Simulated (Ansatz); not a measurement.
Cartesian coordinates (Å):
SMILES: C([SiH]=C)=C
```xyz
10

C     -1.5847    -0.4012    -0.7435
C     -1.0362    -0.4670     0.4691
Si     0.6427     0.1728     0.8788
C      1.8362     0.5947    -0.2571
H     -2.5740    -0.7995    -0.9478
H     -1.0679     0.0549    -1.5824
H     -1.6127    -0.9234     1.2718
H      0.8952     0.2903     2.3321
H      1.7043     0.4952    -1.3282
H      2.7972     0.9832     0.0596
```
Charge 0, multiplicity 1.

The numbers are results of frozen-core CCSD(T)/def2-TZVPP // PBE0-D3(BJ)/def2-TZVP (Ansatz, a quantum-chemistry and plane-wave program), not measurements. The restricted HF reference is unstable towards unrestricted orbitals.

```yaml
HF energy: -406.00387 Ha
MP2 correlation energy: -0.60936 Ha
```

Task: Estimate the CCSD correlation energy, the (T) correction, the total energy and the T1 diagnostic.

Result: 
```
Item                            Result
-----------------------  -------------
CCSD correlation energy    -0.65110 Ha
(T) correction             -0.03132 Ha
CCSD(T) total energy     -406.68629 Ha
T1 diagnostic                    0.015
```
